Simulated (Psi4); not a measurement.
H$_{9}$NSi$_{3}$, triplet, at a GFN2-xTB geometry (a higher spin typed on purpose: for a closed-shell molecule this is an excited state); CAM-B3LYP/cc-pVDZ in Psi4 1.11.

Here is a job for Psi4.
```
memory 2 GB

molecule {
0 3
Si    0.29588846    1.70251023    0.48373777
N    -0.00000000    0.00000000    0.00000000
Si   -1.65400544   -0.53010415   -0.45094223
Si    1.35811698   -1.17240608   -0.03279554
H    -1.01382701    2.33135297    0.38956111
H     0.85534829    1.52194590    1.82432035
H     1.30231079    2.10473084   -0.50017945
H    -1.95043645    0.38073295   -1.55785906
H    -1.49893954   -1.94102467   -0.77486335
H    -2.39739895   -0.20205199    0.76664074
H     0.87160691   -2.19407132    0.89578860
H     1.31856941   -1.61128638   -1.42871119
H     2.51276655   -0.39032830    0.38530224
}

set {
  basis cc-pvdz
  reference uks
}

energy('cam-b3lyp')
print_variables()
```

The log (banner, timings and long lists left out):

```
   => Loading Basis Set <=

    Name: CC-PVDZ
    Role: ORBITAL
    Keyword: BASIS

         ---------------------------------------------------------
                                   SCF
               by Justin Turney, Rob Parrish, Andy Simmonett
                          and Daniel G. A. Smith
                              UKS Reference
         ---------------------------------------------------------

  ==> Geometry <==

    Molecular point group: c1
    Full point group: C1

    Geometry (in Angstrom), charge = 0, multiplicity = 3:

       Center              X                  Y                   Z               Mass
    ------------   -----------------  -----------------  -----------------  -----------------
         SI           0.295888460000     1.702510230000     0.483737770094    27.976926534650
         N            0.000000000000    -0.000000000000     0.000000000094    14.003074004430
         SI          -1.654005440000    -0.530104150000    -0.450942229906    27.976926534650
         SI           1.358116980000    -1.172406080000    -0.032795539906    27.976926534650
         H           -1.013827010000     2.331352970000     0.389561110094     1.007825032230
         H            0.855348290000     1.521945900000     1.824320350094     1.007825032230
         H            1.302310790000     2.104730840000    -0.500179449906     1.007825032230
         H           -1.950436450000     0.380732950000    -1.557859059906     1.007825032230
         H           -1.498939540000    -1.941024670000    -0.774863349906     1.007825032230
         H           -2.397398950000    -0.202051990000     0.766640740094     1.007825032230
         H            0.871606910000    -2.194071320000     0.895788600094     1.007825032230
         H            1.318569410000    -1.611286380000    -1.428711189906     1.007825032230
         H            2.512766550000    -0.390328300000     0.385302240094     1.007825032230

  Running in c1 symmetry.

  Rotational constants: A =      0.09981  B =      0.09981  C =      0.05271 [cm^-1]
  Rotational constants: A =   2992.14039  B =   2992.14039  C =   1580.11577 [MHz]
  Nuclear repulsion =  288.273552075750160

  Charge       = 0
  Multiplicity = 3
  Electrons    = 58
  Nalpha       = 30
  Nbeta        = 28

  ==> Algorithm <==

  SCF Algorithm Type is DF.
  DIIS enabled.
  MOM disabled.
  Fractional occupation disabled.
  Guess Type is SAD.
  Energy threshold   = 1.00e-06
  Density threshold  = 1.00e-06
  Integral threshold = 1.00e-12

  ==> Primary Basis <==

  Basis Set: CC-PVDZ
    Blend: CC-PVDZ
    Number of shells: 57
    Number of basis functions: 113
    Number of Cartesian functions: 117
    Spherical Harmonics?: true
    Max angular momentum: 2

  ==> DFT Potential <==

   => LibXC <=

    Version 7.1.2
    S. Lehtola, C. Steigemann, M. J. T. Oliveira, and M. A. L. Marques,  SoftwareX 7, 1–5 (2018) (10.1016/j.softx.2017.11.002)

   => Composite Functional: CAM-B3LYP <=

    CAM-B3LYP Hyb-GGA Exchange-Correlation Functional

    T. Yanai, D. P. Tew, and N. C. Handy,  Chem. Phys. Lett. 393, 51 (2004) (10.1016/j.cplett.2004.06.011)

    Deriv               =              1
    GGA                 =           TRUE
    Meta                =          FALSE

    Exchange Hybrid     =           TRUE
    MP2 Hybrid          =          FALSE

   => Exchange Functionals <=

    0.3500         Becke 88 [omega = 0.3300]
    0.4600   Short-range recipe for B88 functional - erf [omega = 0.3300]

   => Exact (HF) Exchange <=

    0.4600            HF,LR [omega = 0.3300]
    0.1900               HF

   => Correlation Functionals <=

    0.1900   Vosko, Wilk & Nusair (VWN5)
    0.8100   Lee, Yang & Parr

   => LibXC Density Thresholds  <==

    XC_HYB_GGA_XC_CAM_B3LYP:  1.00E-14

   => Molecular Quadrature <=

    Radial Scheme          =       TREUTLER
    Pruning Scheme         =           NONE
    Nuclear Scheme         =       TREUTLER

    Blocking Scheme        =         OCTREE
[...]
    Using symmetric orthogonalization.

  ==> Pre-Iterations <==

  SCF Guess: Superposition of Atomic Densities via on-the-fly atomic UHF (no occupation information).

   -------------------------
    Irrep   Nso     Nmo
   -------------------------
     A        113     113
   -------------------------
    Total     113     113
   -------------------------

  ==> Iterations <==

                           Total Energy        Delta E     RMS |[F,P]|

   @DF-UKS iter SAD:  -927.97716073870481   -9.27977e+02   0.00000e+00
   @DF-UKS iter   1:  -928.26437856314942   -2.87218e-01   5.01503e-03 DIIS/ADIIS
   @DF-UKS iter   2:  -928.11151211097115    1.52866e-01   7.08580e-03 DIIS/ADIIS
   @DF-UKS iter   3:  -928.43935268250641   -3.27841e-01   3.56189e-04 DIIS/ADIIS
   @DF-UKS iter   4:  -928.44231385698993   -2.96117e-03   2.02454e-04 DIIS/ADIIS
   @DF-UKS iter   5:  -928.44302097519858   -7.07118e-04   7.08995e-05 DIIS
   @DF-UKS iter   6:  -928.44318116480952   -1.60190e-04   1.41875e-05 DIIS
   @DF-UKS iter   7:  -928.44318609218783   -4.92738e-06   4.99937e-06 DIIS
   @DF-UKS iter   8:  -928.44318703152112   -9.39333e-07   1.42823e-06 DIIS
   @DF-UKS iter   9:  -928.44318712514644   -9.36253e-08   3.80558e-07 DIIS
  Energy and wave function converged.

  ==> Post-Iterations <==

   Electrons on quadrature grid:
      Nalpha   =   30.0000767504 ; deviation = 7.675e-05
      Nbeta    =   28.0000457083 ; deviation = 4.571e-05
      Ntotal   =   58.0001224588 ; deviation = 1.225e-04

   @Spin Contamination Metric:   6.305732113E-03
   @S^2 Expected:                2.000000000E+00
   @S^2 Observed:                2.006305732E+00
   @S   Expected:                1.000000000E+00
   @S   Observed:                1.000000000E+00

    Orbital Energies [Eh]
    ---------------------

    Alpha Occupied:

[...]
    Alpha Virtual:

[...]
    Beta Occupied:

[...]
      28A     -0.405596

    Beta Virtual:

[...]
     113A      2.370683

    Final Occupation by Irrep:
              A
    DOCC [    28 ]
    SOCC [     2 ]
    NA   [    30 ]
    NB   [    28 ]

  @DF-UKS Final Energy:  -928.44318712514644

   => Energetics <=

    Nuclear Repulsion Energy =            288.2735520757501604
    One-Electron Energy =               -1856.5048573966173535
    Two-Electron Energy =                 694.7470889618034562
    DFT Exchange-Correlation Energy =     -54.9589707660826932
    Empirical Dispersion Energy =           0.0000000000000000
    VV10 Nonlocal Energy =                  0.0000000000000000
    Total Energy =                       -928.4431871251464372

  UHF NO Occupations:
  HONO-2 :   28  A 1.9992077
  HONO-1 :   29  A 1.0000000
  HONO-0 :   30  A 1.0000000
  LUNO+0 :   31  A 0.0007923
  LUNO+1 :   32  A 0.0007389
  LUNO+2 :   33  A 0.0005240
  LUNO+3 :   34  A 0.0005236

Computation Completed

Properties will be evaluated at   0.000000,   0.000000,   0.000000 [a0]

Properties computed using the SCF density matrix

 Multipole Moments:

 ------------------------------------------------------------------------------------
     Multipole            Electronic (a.u.)      Nuclear  (a.u.)        Total (a.u.)
 ------------------------------------------------------------------------------------

 L = 1.  Multiply by 2.5417464519 to convert [e a0] to [Debye]
 Dipole X            :         -0.0004934            0.0000000           -0.0004934
 Dipole Y            :          0.0002343            0.0000000            0.0002343
 Dipole Z            :         -0.0000361           -0.0000000           -0.0000361
 Magnitude           :                                                    0.0005474

 ------------------------------------------------------------------------------------

  Variable Map:
  ----------------------------------------------------------------------------
[...]
  Array Variable Map:
  ----------------------------------------------------------------------------
[...]
[...]
```
